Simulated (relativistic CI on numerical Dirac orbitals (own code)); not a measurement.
## Nb+: L-alpha,beta X-ray emission

Computed with this model: Dirac-Coulomb-Breit CI, orbitals from a KLI potential per configuration, model QED (radiative potential, 1s self-energy scaled to tabulated hydrogen-like ionisation energies), valence Slater integrals scaled by 0.8, multiplet model of X-ray emission after core ionisation; configurations [Kr] 4d4 → [He] 2s2 2p5 3s2 3p6 3d10 4s2 4p6 4d4 → [Ar] 3d9 4s2 4p6 4d4; 80 K; Lorentzian 2.8 eV and Gaussian 0.6 eV FWHM. Energies are those of the free ion, without screening or charge transfer. S is read from ⟨S²⟩ = S(S + 1).

Computed curve for free ion, scaled to 100 at the maximum (points under 2 are left out and the grid is thinned):

| Energy (eV) | Intensity |
| --- | --- |
| 2156.0 | 2.2 |
| 2156.8 | 2.7 |
| 2157.2 | 3.0 |
| 2158.0 | 3.8 |
| 2158.4 | 4.2 |
| 2159.2 | 5.1 |
| 2160.0 | 6.1 |
| 2160.4 | 6.7 |
| 2161.2 | 8.2 |
| 2161.6 | 9.3 |
| 2162.4 | 12.6 |
| 2163.2 | 18.2 |
| 2163.6 | 22.0 |
| 2164.4 | 31.7 |
| 2165.2 | 45.5 |
| 2165.6 | 55.8 |
| 2166.4 | 84.4 |
| 2166.8 | 96.7 |
| 2167.6 | 91.8 |
| 2168.4 | 59.2 |
| 2168.8 | 45.1 |
| 2169.6 | 26.7 |
| 2170.0 | 21.1 |
| 2170.8 | 13.9 |
| 2171.6 | 9.8 |
| 2172.0 | 8.4 |
| 2172.8 | 6.3 |
| 2173.2 | 5.6 |
| 2174.0 | 4.4 |
| 2174.8 | 3.6 |
| 2175.2 | 3.2 |
| 2176.0 | 2.7 |
| 2176.8 | 2.3 |
| 2177.2 | 2.1 |
| 2250.4 | 2.3 |
| 2250.8 | 2.7 |
| 2251.6 | 3.7 |
| 2252.4 | 5.3 |
| 2252.8 | 6.2 |
| 2253.6 | 7.7 |
| 2254.0 | 8.4 |
| 2254.8 | 9.9 |
| 2255.6 | 11.9 |
| 2256.0 | 13.6 |
| 2256.8 | 19.5 |
| 2257.2 | 24.2 |
| 2258.0 | 36.5 |
| 2258.8 | 46.6 |
| 2259.2 | 46.6 |
| 2260.0 | 35.5 |
| 2260.8 | 22.1 |
| 2261.2 | 17.3 |
| 2262.0 | 11.1 |
| 2262.4 | 9.0 |
| 2263.2 | 6.1 |
| 2264.0 | 4.4 |
| 2264.4 | 3.8 |
| 2265.2 | 2.9 |
| 2265.6 | 2.5 |
| 2266.4 | 2.0 |

The ground state has S = 1.99, and the centroid lies at 2198.02 eV.
